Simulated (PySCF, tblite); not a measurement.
**Al3+ and 3 × ammonia**

A gas-phase complex of Al3+ and 3 × ammonia; charge +3, singlet. The structure comes from a short search (6 tight-binding starts) and was relaxed by PBE0-D3(BJ)/def2-SVPD; another way of binding may lie lower. No frequency run checks that it is a minimum.

Parts: 1 = Al3+ ([Al+3]), atoms 1, charge +3; 2 = ammonia (N), atoms 2–5; 3 = ammonia (N), atoms 6–9; 4 = ammonia (N), atoms 10–13.

Coordinates in Å:
```
Al1    -1.003    0.034    1.986
N2     -2.016    0.238    0.361
H3     -1.480    0.614   -0.445
H4     -2.429   -0.643   -0.006
H5     -2.832    0.880    0.435
N6      0.918    0.167    1.967
H7      1.371   -0.125    1.079
H8      1.286    1.128    2.126
H9      1.401   -0.403    2.690
N10    -1.897   -0.276    3.664
H11    -1.667    0.411    4.411
H12    -2.935   -0.257    3.622
H13    -1.687   -1.195    4.103
```

| contact | kind (by geometry) | distance (Å) | angle (°) |
| --- | --- | --- | --- |
| Al1···N2 | bond | 1.926 | - |
| Al1···N10 | bond | 1.926 | - |
| Al1···N6 | bond | 1.927 | - |

The parts are joined by the bonds Al1–N2 and Al1–N10 and Al1–N6, so these are energies of forming such bonds; deforming the relaxed parts to their shape in the adduct costs 3.3 kcal/mol, which the interaction energies leave out.

Interaction energies are complex less parts, with the parts frozen as they stand in it; counterpoise-corrected, in kcal/mol (PySCF).

Question: Give the interaction energy at each level run.

Answer: 
```csv
level,interaction,superposition error removed
wB97M-D3(BJ)/def2-TZVPD,-572.23,-0.82
PBE0-D3(BJ)/def2-TZVPD,-579.85,-0.72
RI-MP2/def2-TZVPD,-555.74,-3.56
```

Question: What holds them together? Decompose the wB97M-D3(BJ)/def2-TZVPD energy: frozen parts, their antisymmetrised product, then relaxation.

Answer: electrostatic -380.0, Pauli repulsion +138.8, orbital relaxation -327.7, dispersion correction -4.1 kcal/mol, which sum to the value before the counterpoise correction; the Pauli term holds the exchange-correlation of the frozen density too. Of the attraction, 53 % is electrostatic, 46 % is orbital relaxation, 1 % is dispersion correction.

Question: Are the pair energies additive?

Answer: The pairs sum to -737.13 kcal/mol (1–2 -249.2, 1–3 -249.1, 1–4 -249.1, 2–3 3.4, 2–4 3.4, 3–4 3.5); the rest of +164.90 is a many-body weakening.

The parts were also relaxed and run alone, at the levels used for the complex: shieldings by PBE0/pcSseg-2; core levels by delta-SCF with SCAN, pcX-2 on the ionised atom and pcseg-1 elsewhere, spin-free X2C (2p3/2 is the spin-free 2p value less a third of a first-order spin-orbit splitting).

Question: How do these values change when the complex forms?

Answer: 
```csv
property,alone,in the complex,change
shielding of Al1 (ppm),766.2,435.8,-330.3
shielding of N2 (ppm),262.5,238.8,-23.7
shielding of N10 (ppm),262.5,238.8,-23.7
Al1 2p3/2 core level (eV),119.93,99.68,-20.25
N2 1s core level (eV),405.54,423.10,+17.56
N10 1s core level (eV),405.54,423.09,+17.55
```

Multiply charged ions in the gas phase bind far more strongly than in solution.
